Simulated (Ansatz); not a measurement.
The first iterations of a band of BBrH3NS (7 atoms, charge 0, multiplicity 1).

These are results of RKS r2SCANh-D4/def2-SVP in Ansatz 0.2.0, not measurements.

```yaml
movable_images: 7
climbing_image: yes
spring: 5.0 eV/Å²
optimiser: quadratic models (default)
start_path: through a guess of the saddle point
force_threshold: 0.05 eV/Å
iteration_limit: 60
end_points: relaxed
```

Image 0:

```xyz
7
Properties=species:S:1:pos:R:3
N -0.188 0.948 -0.069
B -0.218 -0.427 -0.292
S 0.808 -1.657 0.561
Br -1.448 -1.122 -1.621
H -0.786 1.583 -0.579
H 0.419 1.395 0.603
H 1.474 -0.788 1.352
```

Image 8:

```xyz
7
Properties=species:S:1:pos:R:3
N -0.188 0.948 -0.068
B -0.219 -0.427 -0.293
S 0.807 -1.656 0.560
Br -1.448 -1.124 -1.620
H 0.422 1.393 0.603
H -0.786 1.584 -0.577
H 1.473 -0.786 1.349
```

| iteration | highest image above the first end (eV) | largest band force component (eV/Å) |
| --- | --- | --- |
| 1 | 70.163 | 249.801 |
| 2 | 46.232 | 149.400 |
| 3 | 24.358 | 84.222 |
| 4 | 14.343 | 44.993 |
| 5 | 8.706 | 24.278 |
| 6 | 5.927 | 12.568 |

Task: Does the band converge within its limit, and where does its top end?

Result: The forces met the threshold. It ended after 19 iterations with the highest image 0.822 eV above the first end. A vibrational analysis at the climbing image gives one clearly imaginary mode, 511i cm⁻¹: a first-order saddle point.

Time of the run: 6.9 min on 2 threads of Arm Neoverse V2, on a shared host, peak memory 0.22 GiB.
